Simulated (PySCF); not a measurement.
## How methods differ on the ionisation energy of Sr

Sr [Kr] 5s2 → Sr⁺ [Kr] 5s1 [5s1/2^1, M_J = 1/2], as a difference of total energies. Computed with PySCF 2.14 in x2c-QZVPPall-2c, with the two-component X2C-1e Hamiltonian. Correlated levels: [Ar] 3d10 frozen; the 34 highest virtual spinors dropped. "Screened" scales the spin-orbit matrix elements by Boettger's factors to mimic the two-electron term; Breit and QED terms are absent.

```json
{"method": "GHF (screened spin-orbit)", "ionisation energy (eV)": "4.745"}
{"method": "GMP2 (screened spin-orbit)", "ionisation energy (eV)": "5.586"}
```

Question: How much does correlation contribute at GMP2 (screened spin-orbit)?

Answer: 5.586 − (4.745) = 0.841 eV, measured against GHF (screened spin-orbit).

Errors of the correlated levels include the incompleteness of this basis and the frozen core.

For comparison: 5.695 eV (measured; NIST Atomic Spectra Database, ionization energies).
